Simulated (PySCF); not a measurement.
# [Bi(SH)2]+ at several levels of theory

Computed with PySCF 2.14.0 (density fitting, no spin-orbit coupling) at the geometry relaxed with r2SCAN:

```xyz
5
[Bi(SH)2]+ (singlet)
Bi    0.0000   -1.3932    0.3632
S     0.0000    0.1406    2.3019
H     0.0000    1.2974    1.5890
S     0.0000    0.3776   -1.3665
H     0.0000   -0.4948   -2.4088
```

```json
{"level": "r2SCAN", "basis": "Bi def2-SVP with ECP60, S def2-SVP, H def2-SVP", "state": "singlet", "HOMO (eV)": "-12.01", "gap (eV)": "2.35", "charge on Bi1 (e)": "0.87", "dipole about the centre of mass (D)": "1.48", "largest force component (eV/Å)": "0.02"}
{"level": "M06-L", "basis": "the same", "state": "singlet", "HOMO (eV)": "-11.91", "gap (eV)": "2.40", "charge on Bi1 (e)": "1.01", "dipole about the centre of mass (D)": "1.67", "largest force component (eV/Å)": "0.20"}
{"level": "wB97X", "basis": "the same", "state": "singlet", "HOMO (eV)": "-14.93", "gap (eV)": "7.63", "charge on Bi1 (e)": "0.93", "dipole about the centre of mass (D)": "1.69", "largest force component (eV/Å)": "0.67"}
{"level": "PBE0", "basis": "the same", "state": "singlet", "HOMO (eV)": "-12.77", "gap (eV)": "3.71", "charge on Bi1 (e)": "0.88", "dipole about the centre of mass (D)": "1.49", "largest force component (eV/Å)": "0.28"}
{"level": "B3LYP", "basis": "the same", "state": "singlet", "HOMO (eV)": "-12.50", "gap (eV)": "3.31", "charge on Bi1 (e)": "0.84", "dipole about the centre of mass (D)": "1.37", "largest force component (eV/Å)": "0.17"}
{"level": "r2SCAN", "basis": "Bi def2-TZVP with ECP60, S def2-TZVP, H def2-TZVP", "state": "singlet", "HOMO (eV)": "-11.94", "gap (eV)": "2.36", "charge on Bi1 (e)": "0.92", "dipole about the centre of mass (D)": "1.18", "largest force component (eV/Å)": "0.68"}
```

Charges are Mulliken's, which hang on the basis. The relaxation used the grid (50, 194), these runs (75, 302) or, all-electron (x2c bases, spin-free X2C Hamiltonian), (99, 590).

What does r2SCAN with Bi x2c-SVPall, S x2c-SVPall, H x2c-SVPall give here?

state singlet, HOMO (eV) -12.02, gap (eV) 2.32, charge on Bi1 (e) 0.86, dipole about the centre of mass (D) 1.46, largest force component (eV/Å) 0.77. Time: 58 s on 2 threads of Intel(R) Xeon(R) Platinum 8259CL CPU @ 2.50GHz (Skylake/Cascade Lake), on a shared host, from free ions and atoms.

In the first row's basis the gap widens with exact exchange: 2.4 eV for r2SCAN, M06-L (none); 3.3 to 3.7 eV for B3LYP, PBE0 (a fixed share); 7.6 eV for wB97X (rising or full at long range).

No frequency check is given that shows the relaxed geometry to be a minimum.
